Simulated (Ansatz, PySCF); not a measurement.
C4H6ClF, SMILES C[C@@H](F)/C=C\Cl. Atoms are numbered in the order given.

```xyz
12

C     -1.8777    -0.1863    -0.6233
C     -0.9799     0.1917     0.5361
F     -1.7191     0.1747     1.7030
C      0.1770    -0.7444     0.7018
C      1.3441    -0.6659     0.0665
Cl     1.7172     0.5810    -1.0740
H     -2.2503    -1.2142    -0.5034
H     -2.7380     0.4974    -0.6701
H     -1.3196    -0.1203    -1.5682
H     -0.6017     1.2196     0.3946
H      0.0236    -1.5779     1.3948
H      2.1549    -1.3829     0.2069
```
Charge 0, spin multiplicity 1.

Geometry: PBE0-D3(BJ)/def2-SVP. The structure was generated by enumeration; whether it is a known compound was not checked. Other conformers were not sampled.

Two levels are set side by side: PBE-D3(BJ)/def2-SVP (Ansatz, a program for electronic structure) and PBE0-D3(BJ)/def2-SVP (Ansatz). Each level has its own optimised geometry; the coordinates shown are those of the second. Frequencies come from the Hessian of PySCF at each geometry. Differences are taken from unrounded values.

| quantity | PBE0-D3(BJ) | PBE-D3(BJ) | PBE-D3(BJ) minus PBE0-D3(BJ) |
|---|---|---|---|
| mean bond length (Å) | 1.277 | 1.287 | 0.010 |
| bond C1–C2 (Å) | 1.514 | 1.524 | 0.010 |
| bond C2–F3 (Å) | 1.381 | 1.399 | 0.017 |
| bond C2–C4 (Å) | 1.497 | 1.504 | 0.007 |
| bond C4–C5 (Å) | 1.331 | 1.343 | 0.012 |
| bond C5–Cl6 (Å) | 1.730 | 1.744 | 0.013 |
| bond C1–H7 (Å) | 1.100 | 1.108 | 0.008 |
| bond C1–H8 (Å) | 1.100 | 1.108 | 0.008 |
| bond C1–H9 (Å) | 1.099 | 1.108 | 0.008 |
| bond C2–H10 (Å) | 1.104 | 1.114 | 0.010 |
| bond C4–H11 (Å) | 1.095 | 1.103 | 0.008 |
| bond C5–H12 (Å) | 1.091 | 1.100 | 0.008 |
| highest harmonic wavenumber (cm⁻¹) | 3246 | 3150 | -97 |
| mean harmonic wavenumber (cm⁻¹) | 1353 | 1305 | -48 |
| zero-point energy (kcal/mol) | 58.02 | 55.95 | -2.07 |

GGA bonds tend to be longer and softer than those of functionals with exact exchange. Differences between two approximate levels are no errors against the true value.
